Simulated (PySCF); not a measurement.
Compound: C5H3FO.
SMILES: `C#CC(=O)/C=C\F`

Jobs on this species (10 atoms, 50 electrons) with PySCF (density fitting). Hardware of each: one thread of an Arm Neoverse V2, on a shared host. The host was shared with other jobs, so the times are rough. Peak memory is the resident size of the whole Python process, interpreter and libraries included.

```tsv
level and settings	work	basis functions	SCF cycles	wall time	peak memory
CAM-B3LYP/def2-SVPD	8 singlets by full TDDFT, 3 Tamm–Dancoff triplets, polarisability, density and orbital grids written	170	?	?	?
PBE0/pcSseg-1	shieldings, charges and field gradients	134	16	9.9 s	0.63 GiB
B3LYP/pcJ-1	spin–spin couplings from 9 perturbed nuclei, spin–dipole term for 1 of them	219	16	26 s	0.89 GiB
```

**Question.** Fill in the missing figures.

**Answer.** 
- CAM-B3LYP/def2-SVPD; 8 singlets by full TDDFT, 3 Tamm–Dancoff triplets, polarisability, density and orbital grids written: 23 s, 0.73 GiB, 14 SCF cycles

**Question.** What do all jobs in the table cost together?

**Answer.** About 59 s; the longest takes about 44 % of that, and about 2.6 times as long as the shortest.
